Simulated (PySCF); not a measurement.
B(H)(Cl)(Me) (CH₄BCl), SMILES CBCl. Atoms are numbered in the order given.

```xyz
7

B     -0.6109    -0.4534     0.0000
H     -1.7999    -0.4739     0.0000
Cl     0.1218     1.1464     0.0000
C      0.2487    -1.7433     0.0000
H     -0.0168    -2.3562     0.8695
H     -0.0168    -2.3562    -0.8695
H      1.3251    -1.5766     0.0000
```
Charge 0, spin multiplicity 1.

Geometry: B3LYP-D3(BJ)/def2-TZVP.

Computed with PySCF with PBE0/pcJ-1.

Isotropic couplings with Fermi-contact, spin-dipole and both spin-orbit terms, one fixed conformer, no vibrational averaging. Isotopes: 11B, 13C, 1H.

```json
[
 {"pair": "B1–H2", "bonds apart": "1", "J (Hz)": "[?]"},
 {"pair": "B1–C4", "bonds apart": "1", "J (Hz)": "[?]"},
 {"pair": "C4–H5", "bonds apart": "1", "J (Hz)": "113.2"},
 {"pair": "C4–H6", "bonds apart": "1", "J (Hz)": "113.2"},
 {"pair": "C4–H7", "bonds apart": "1", "J (Hz)": "126.8"},
 {"pair": "B1–H5", "bonds apart": "2", "J (Hz)": "[?]"},
 {"pair": "B1–H6", "bonds apart": "2", "J (Hz)": "[?]"},
 {"pair": "B1–H7", "bonds apart": "2", "J (Hz)": "[?]"},
 {"pair": "H2–C4", "bonds apart": "2", "J (Hz)": "11.9"},
 {"pair": "H5–H6", "bonds apart": "2", "J (Hz)": "-21.6"},
 {"pair": "H5–H7", "bonds apart": "2", "J (Hz)": "-13.9"},
 {"pair": "H6–H7", "bonds apart": "2", "J (Hz)": "-13.9"},
 {"pair": "H2–H7", "bonds apart": "3", "J (Hz)": "9.7"}
]
```

Question: Some entries are withheld; supply them. (An estimate is asked for; the answer gives what the named calculation found.)

Answer: 
- B1–H2, J (Hz): 153.3
- B1–C4, J (Hz): 56.7
- B1–H5, J (Hz): -3.8
- B1–H6, J (Hz): -3.8
- B1–H7, J (Hz): -9.2
